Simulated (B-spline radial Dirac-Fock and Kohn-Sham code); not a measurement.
ΔSCF core binding energies without Breit or QED terms, calculated with a radial finite-basis atomic code.

A sound run for the V atom, [Ar] 3d3 4s2: The ground state converged in 12 iterations, with total energy -948.18874 Ha, virial ratio 1.98862 and highest orbital energy -6.38 eV. ΔSCF binding energies: K (1s) 5484.3 eV, L3 (2p3/2) 526.3 eV. Holes are computed only in closed shells, and unreliable hole states are left out.

A second run, with one unsound setting: The ground state converged in 15 iterations, with total energy -1153.84681 Ha, virial ratio 1.15469 and highest orbital energy -3.16 eV. ΔSCF binding energies: K (1s) 3097.1 eV, L3 (2p3/2) 334.9 eV (not all states converged, so these are not final). Holes are computed only in closed shells, and unreliable hole states are left out.

```
iter   energy (Ha)        error
   1     -898.22983495  4.80e+00
   2    -1151.70396845  1.41e+00
   3    -1153.69982831  5.90e-01
   4    -1153.79911891  3.24e-01
   5    -1153.84278309  4.41e-02
   6    -1153.84462398  1.20e-02
   7    -1153.84597337  4.05e-03
   8    -1153.84654750  2.94e-03
   9    -1153.84678031  1.32e-03
  15    -1153.84681494  1.07e-07
```

Question: Which fault fits the second run best?
A. spline order too low
B. damping too heavy
C. mesh too coarse
D. speed of light below Z

Answer: D. The input had c_factor = 0.0558: c_factor makes c so small that Zα exceeds 1, so any numbers that come out have no meaning.
